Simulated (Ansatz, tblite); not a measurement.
(SiO2)n: vertical triplet (eV) at several levels, gas phase, relaxed structures; Ansatz, xTB through tblite. Clusters are the lowest isomers that short searches found in that spin, judged at the geometry's level. xTB has no spin-polarisation term. The structures are stationary points that may keep the symmetry of their start. Remarks come from the PBE and PBE0 runs and from stability tests at other levels; not every state was tested. HOMO above LUMO (over both spins in singlets and doublets, within one spin in higher multiplets; at PBE or PBE0), or a gap under 0.15 eV within one spin, warns that the state may not be the lowest or that an electron is smeared out.

```
species    state          geometry  GFN1-xTB  GFN2-xTB  PBE-D4/def2-TZVP  r2SCAN-D4/def2-TZVP  PBE0-D4/def2-TZVP                                                 remarks
  Si3O6  singlet  PBE0-D4/def2-SVP      5.41      6.31              4.45                 4.74               4.81  gap within one spin near zero at PBE or PBE0 (triplet)
  Si4O8  singlet   PBE-D4/def2-SVP      5.45      6.09              3.90                 4.20               4.53  gap within one spin near zero at PBE or PBE0 (triplet)
```

(1) Estimate the rows for Si2O4 (singlet, PBE0-D4/def2-SVP geometry).

(1) 
```
species    state          geometry  GFN1-xTB  GFN2-xTB  PBE-D4/def2-TZVP  r2SCAN-D4/def2-TZVP  PBE0-D4/def2-TZVP
  Si2O4  singlet  PBE0-D4/def2-SVP      5.32      6.18              3.99                 4.20               4.55
```

Over the 3 species that have every level, the mean is 5.39 at GFN1-xTB, 6.19 at GFN2-xTB, 4.11 at PBE-D4/def2-TZVP, 4.38 at r2SCAN-D4/def2-TZVP, 4.63 at PBE0-D4/def2-TZVP.
